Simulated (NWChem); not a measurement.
Species: GeH₂ClF; SMILES [Cl][GeH2][F]

B3LYP is NWChem's, with the RPA form of VWN correlation.

Give the equilibrium geometry at B3LYP/6-31G* (spherical d) (NWChem) as a list of bonds and angles, with the point group.

point group Cs; any orientation.
Bonded distances (Å): Ge1–F2 1.740, Ge1–Cl3 2.168, Ge1–H4 1.540, Ge1–H5 1.540. Bond angles (°): F2–Ge1–Cl3 107.2, F2–Ge1–H4 107.8, F2–Ge1–H5 107.8, Cl3–Ge1–H4 108.2, Cl3–Ge1–H5 108.2, H4–Ge1–H5 117.3.
